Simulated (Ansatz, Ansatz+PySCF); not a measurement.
```yaml
atoms:
  - { symbol: Mg, position_ang: [-0.0088, -0.0404, -0.6710] }
  - { symbol: O, position_ang: [-0.0232, 0.0156, 1.0072] }
```

Basis set: def2-SVP (spherical functions). Correlated methods keep 2 orbitals frozen. Charge 0, multiplicity 1.

Computed with Ansatz (development build ahead of 0.2.0); each method stands on the lowest determinant of its kind that the runs found. Restricted open shells among the atoms or ions are ROHF, correlated in semicanonical orbitals with singles. Restricted functionals stand beside restricted open-shell atoms, which can lie above the unrestricted atoms usual in DFT and then raise those values.

**Question.** Give the atomization energy at this shape (free ground-state atoms in the same class of orbitals less the molecule, no zero-point energy) of singlet MgO by ωB97X (unrestricted), r²SCAN (unrestricted), r²SCAN (restricted), PBE0 (unrestricted), PBE (unrestricted), PBE (restricted), PBE0 (restricted), RHF-CCSD(T), RHF-CCSD, RHF-MP2, UHF, RHF.

**Answer.**

```json
{"method": "ωB97X (unrestricted)", "atomization energy": "45.57 kcal/mol"}
{"method": "r²SCAN (unrestricted)", "atomization energy": "58.90 kcal/mol"}
{"method": "r²SCAN (restricted)", "atomization energy": "57.32 kcal/mol"}
{"method": "PBE0 (unrestricted)", "atomization energy": "47.94 kcal/mol"}
{"method": "PBE (unrestricted)", "atomization energy": "64.08 kcal/mol"}
{"method": "PBE (restricted)", "atomization energy": "65.09 kcal/mol"}
{"method": "PBE0 (restricted)", "atomization energy": "44.97 kcal/mol"}
{"method": "RHF-CCSD(T)", "atomization energy": "43.33 kcal/mol"}
{"method": "RHF-CCSD", "atomization energy": "31.28 kcal/mol"}
{"method": "RHF-MP2", "atomization energy": "58.79 kcal/mol"}
{"method": "UHF", "atomization energy": "18.28 kcal/mol"}
{"method": "RHF", "atomization energy": "-30.58 kcal/mol"}
```

Caution for ωB97X (unrestricted), PBE0 (unrestricted): the unrestricted determinant is spin contaminated. Caution for RHF-CCSD(T), RHF-CCSD, RHF-MP2, RHF: an unrestricted determinant lies well below. Caution for RHF-CCSD(T), RHF-CCSD, RHF-MP2: large share of triples, a single reference is doubtful. Caution for UHF: the unrestricted determinant is a mixture of spin states. Caution for RHF: the molecule lies well above its atoms at this level.
